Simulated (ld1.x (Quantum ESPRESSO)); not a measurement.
cobalt, TM: configuration errors across variants

| Property | Result |
| --- | --- |
| Element | Co |
| Generator | ld1.x (Quantum ESPRESSO) 7.5 |
| Type | norm-conserving Troullier–Martins (Kleinman–Bylander form) |
| Functional | PBEsol |
| Relativity | scalar-relativistic |
| Frozen core | [Ar] |
| Valence charge | 9 |
| Reference configuration | 3d7 4s0 4p0 (charge +2) |
| Partial waves | 4s (bound, empty): rc 1.85 bohr; 4p (bound, empty): rc 2.40 bohr; 3d (bound): rc 1.50 bohr |
| Local potential | all-electron potential smoothed inside 2.10 bohr (lloc = -1) |
| Core correction | none |

All-electron excitation energies from the reference (eV): (1) 3d7 4s2 4p0 -25.742; (2) 3d7 4s1 4p0 -16.697; (3) 3d6 4s0 4p0 35.837; (4) 3d8 4s0 4p0 -19.320; (5) 3d7 4s1 4p1 -21.359; (6) 3d7 4s1.5 4p0 -22.130; (7) 3d7 4s0 4p2 -16.727.

1 further variants failed, have other tests or too few solved ones, and are left out.

Errors AE − PS in meV (a dash: test not solved or not reliable):

```tsv
change	(1)	(2)	(3)	(4)	(5)	(6)	(7)	bound ghosts
base	+124	+55	-212	-88	+90	+92	+63	none
wave 3d (bound): rc 1.50 bohr becomes 3d (bound): rc 1.16 bohr	+113	+51	-258	-94	+84	+85	–	none
wave 3d (bound): rc 1.50 bohr becomes 3d (bound): rc 1.62 bohr	+129	+57	-186	-84	+93	+96	+65	none
wave 3d (bound): rc 1.50 bohr becomes 3d (bound): rc 1.80 bohr	+137	+59	-136	-75	+97	+100	+67	none
wave 3d (bound): rc 1.50 bohr becomes 3d (bound): rc 2.02 bohr	+141	+59	-39	-55	+100	+102	+68	none
wave 3d (bound): rc 1.50 bohr becomes 3d (bound): rc 2.16 bohr	+135	+55	+43	-34	+95	+97	+66	none
```

(1) Give the same row for: wave 3d (bound): rc 1.50 bohr becomes 3d (bound): rc 1.38 bohr.

Answers

(1) +120, +53, -231, -91, +88, +90, +62; bound ghosts: none.
